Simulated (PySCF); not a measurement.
C3H12OSi2.
SMILES with atom numbers: `[CH3:1][CH2:2][Si@H:3]([CH3:4])[O:5][SiH3:6]` (hydrogens: H7, H8, H9 on C1; H10, H11 on C2; H12 on Si3; H13, H14, H15 on C4; H16, H17, H18 on Si6)

A GFN2-xTB structure was refined with PySCF 2.14.0, PBE0-D3(BJ)/def2-SVP geometry optimisation, gas phase. Its GFN2-xTB values:

```
   coordinate  GFN2-xTB
        C1–C2   1.525 Å
        C1–H7   1.089 Å
       C2–Si3   1.905 Å
       C2–H10   1.091 Å
       C2–H11   1.092 Å
       Si3–C4   1.896 Å
       Si3–O5   1.627 Å
      Si3–H12   1.468 Å
       C4–H13   1.085 Å
       O5–Si6   1.617 Å
      Si6–H16   1.463 Å
    C1–C2–Si3    112.9°
    C2–Si3–C4    111.4°
    C2–Si3–O5    109.3°
   Si3–O5–Si6    160.9°
    C4–Si3–O5    107.3°
 C1–C2–Si3–C4      177°
C2–Si3–O5–Si6      -22°
```

Question: How do these coordinates change at the PBE0-D3(BJ)/def2-SVP level?

Answer: 
```csv
coordinate,PBE0-D3(BJ)/def2-SVP (Å or °),change
Si3–O5,1.669,+0.042
O5–Si6,1.651,+0.034
Si6–H16,1.496,+0.033
Si3–H12,1.501,+0.033
Si3–C4,1.866,-0.030
C2–Si3,1.877,-0.028
C4–H13,1.101,+0.016
C2–H10,1.105,+0.014
C2–H11,1.105,+0.013
C1–H7,1.101,+0.012
C1–C2,1.527,+0.002
Si3–O5–Si6,146.5,-14.4
C1–C2–Si3,114.3,+1.4
C4–Si3–O5,107.9,+0.6
C2–Si3–C4,112.0,+0.6
C2–Si3–O5,109.4,+0.1
C2–Si3–O5–Si6,-77,-55
C1–C2–Si3–C4,175,-2
```

The energy falls by 4.7 kcal/mol over 27 energy and gradient evaluations, the largest force component goes from 0.0222 to 4.0e-04 Eh/bohr, and the atoms move by 0.325 Å rms after alignment. The bond that changes most is Si3–O5 (oxygen-bound silicon to siloxane oxygen), which lengthens by 0.042 Å. Bonds longer at the end by more than 0.005 Å: 14 of 17; shorter: 2. Rotational constants go from 2406, 1622, 1057 to 2479, 1585, 1036 MHz.

The run used 152 basis functions and 156 SCF cycles in all.

Not checked by PBE0-D3(BJ)/def2-SVP frequencies. One conformer, not necessarily the lowest.

Shape of the structure used: `[CH3:1][CH2:2][Si@H:3]([CH3:4])[O:5][SiH3:6]`: C1–C2–Si3–C4 175°, C2–Si3–O5–Si6 -77°.
